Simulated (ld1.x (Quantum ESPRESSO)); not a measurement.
## Logarithmic derivatives: hydrogen, PAW

hydrogen, PAW, made with ld1.x (Quantum ESPRESSO) 7.5 (PBEsol, non-relativistic). Core none, reference 1s1. Waves: 1s (bound): rcut 1.45, rcutus 1.70 bohr; 1s channel at 0.9 Ry: rcut 1.45, rcutus 1.70 bohr. Local part: all-electron potential smoothed inside 1.55 bohr (lloc = -1). Core correction: none. Augmentation charge: PSQ, inside the norm-conserving radii.

The phase is arctan(r·u′/u) with u = r·R(r), unwrapped; energies in Ry, scanned from -2 to 5 Ry. A pole is an energy at which the radial function vanishes at the test radius. The pseudo phase is shifted by a multiple of π to meet the all-electron one at the reference energy, and phase errors are pseudo minus all-electron; the curves can meet again beyond the range given. Levels narrower than the energy grid can be missing from the lists of poles.

```json
{"channel": "s", "radius (bohr)": "1.86", "reference energy (Ry)": "-0.47", "poles, all-electron": "0.58", "poles, pseudo": "0.58", "unbroken range about the reference energy with phases within 0.05 rad": "the whole range", "phase error 1 Ry above the reference energy (rad)": "+0.000"}
```

Phases in the s channel:

```
E (Ry)  all-electron  pseudo
 -2.00         1.093   1.093
 -1.76         1.037   1.037
 -1.52         0.957   0.957
 -1.28         0.833   0.833
 -1.04         0.624   0.624
 -0.80         0.239   0.239
 -0.56        -0.367  -0.367
 -0.32        -0.910  -0.910
 -0.08        -1.223  -1.223
  0.16        -1.399  -1.399
  0.40        -1.511  -1.511
  0.64        -1.590  -1.590
  0.88        -1.651  -1.651
  1.12        -1.703  -1.703
  1.36        -1.750  -1.750
  1.60        -1.796  -1.796
  1.84        -1.843  -1.843
  2.08        -1.894  -1.893
  2.32        -1.952  -1.952
  2.56        -2.022  -2.021
  2.80        -2.110  -2.109
  3.04        -2.226  -2.225
  3.28        -2.385  -2.383
  3.52        -2.610  -2.606
  3.76        -2.916  -2.909
  4.00        -3.278  -3.269
  4.24        -3.619  -3.610
  4.48        -3.885  -3.876
  4.72        -4.073  -4.066
  4.96        -4.207  -4.200
```
